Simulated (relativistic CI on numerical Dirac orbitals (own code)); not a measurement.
## Yb3+: 4p photoemission

Computed with this model: Dirac-Coulomb-Breit CI, orbitals from a KLI potential per configuration, QED by a radiative potential, valence Slater integrals scaled by 0.8, multiplet model of photoemission in the sudden approximation; configurations [Xe] 4f13 → [Ar] 3d10 4s2 4p5 4d10 4f13 5s2 5p6; 300 K; Lorentzian 1.75 eV and Gaussian 0.7 eV FWHM. Energies are those of the free ion, without screening or charge transfer. The energies are binding energies and can lie tens of eV above those of solids. S is read from ⟨S²⟩ = S(S + 1).

free ion: ground-state S = 0.50, centroid 404.75 eV. Peaks (eV, height): 386.4 (100), 391.6 (35), 439.0 (57).

Strongest unbroadened transitions for free ion:

```
Energy (eV)  Relative strength
     386.33              100.0
     386.77               43.6
     388.05               15.6
     389.39                1.2
     391.53               30.9
     391.77               14.4
     437.74                0.1
     438.22               44.9
     439.32               57.6
     441.32                0.1
```
